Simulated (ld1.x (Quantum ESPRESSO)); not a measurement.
## How hard is this Sc (Z = 21) TM potential?

ld1.x (Quantum ESPRESSO) 7.5 input, shortened:

```
&input
   title='Sc', zed=21., rel=1, dft='PBESOL', iswitch=3,
   config='[Ar] 3d1 4s1.75 4p0 4f-2'
 /
 &inputp
   pseudotype=2, tm=.true., lloc=3,
   nlcc=.true., new_core_ps=.true.
 /
4
4S  1  0   1.75   0.00  2.90  2.90  0.0
4P  2  1   0.00   0.00  3.75  3.75  0.0
3D  3  2   1.00   0.00  2.35  2.35  0.0
4F  4  3  -2.00   0.05  3.20  3.20  0.0
 &test
   configts(1)='3d1 4s1.75 4p0'
 /
```

The pseudo-atom Hamiltonian at the reference potential is diagonalised in spherical Bessel functions j_l(qr) that vanish at 20 bohr, with q² up to the cutoff. All-electron valence levels (Ry): 4s -0.4049, 4p -0.1903, 3d -0.3531.

Question: How do the lowest levels (Ry) of each channel move with the cutoff, and are there ghosts?

Answer:

| cutoff (Ry) | s #1 | s #2 | p #1 | d #1 | d #2 | f #1 | Σ f·Δε (mRy) |
| --- | --- | --- | --- | --- | --- | --- | --- |
| 8 | -0.4040 | -0.0456 | -0.1903 | -0.0494 | 0.0412 | 0.0640 | 305.3 |
| 10 | -0.4044 | -0.0459 | -0.1903 | -0.0590 | 0.0367 | 0.0640 | 295.1 |
| 12 | -0.4047 | -0.0461 | -0.1903 | -0.0731 | 0.0313 | 0.0640 | 280.4 |
| 18 | -0.4049 | -0.0462 | -0.1903 | -0.1579 | 0.0143 | 0.0640 | 195.3 |
| 21 | -0.4049 | -0.0462 | -0.1903 | -0.2150 | 0.0087 | 0.0640 | 138.2 |
| 25 | -0.4049 | -0.0462 | -0.1903 | -0.2698 | 0.0050 | 0.0640 | 83.4 |
| 30 | -0.4049 | -0.0462 | -0.1903 | -0.3241 | 0.0022 | 0.0640 | 29.0 |
| 35 | -0.4049 | -0.0462 | -0.1903 | -0.3461 | 0.0013 | 0.0640 | 7.1 |
| 45 | -0.4049 | -0.0462 | -0.1903 | -0.3528 | 0.0010 | 0.0640 | 0.3 |
| 50 | -0.4049 | -0.0462 | -0.1903 | -0.3530 | 0.0010 | 0.0640 | 0.1 |
| 55 | -0.4049 | -0.0462 | -0.1903 | -0.3530 | 0.0010 | 0.0640 | 0.1 |
| 400 | -0.4049 | -0.0462 | -0.1903 | -0.3531 | 0.0010 | 0.0640 | 0.0 |

Result: no extra level below or beside the all-electron valence levels (s, p, d, f tested); 10 mRy is reached at 35 Ry and 1 mRy at 45 Ry.
